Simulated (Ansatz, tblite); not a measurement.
Cost and result up the ladder for AsAsAsAs tetrahedron (As₄) (4 atoms). Charge 0, multiplicity 1. Geometry: PBE-D4/def2-SVP.

```xyz
4

As   -1.259    0.828    0.073
As   -0.225   -1.319    0.695
As    0.356   -0.247   -1.445
As    1.128    0.739    0.676
```

Ansatz on 4 threads of Arm Neoverse V2 on a shared host; xTB runs through tblite on one thread. Times are rough, summed over both states, and most runs start from the orbitals of an earlier one. PBE0-D4/def2-TZVP serves as the yardstick here, not as an exact answer. The other state is a triplet.

The xTB rows come from tblite.

xTB has no spin-polarisation term.

| level | functions | wall time |
| --- | --- | --- |
| GFN2-xTB | 36 | 0.008 s |
| GFN1-xTB | 36 | 0.041 s |
| PBE0-D4/def2-TZVP | 192 | 28 s |
| r2SCAN-D4/def2-TZVP (with forces) | 192 | 44 s |

Task: Estimate what each level gives for the vertical triplet (eV).

Result: 
| level | vertical triplet (eV) | difference from PBE0-D4/def2-TZVP (eV) |
| --- | --- | --- |
| GFN2-xTB | 3.33 | -0.42 |
| GFN1-xTB | 2.94 | -0.81 |
| PBE0-D4/def2-TZVP | 3.75 | 0.00 |
| r2SCAN-D4/def2-TZVP (with forces) | 3.75 | 0.00 |
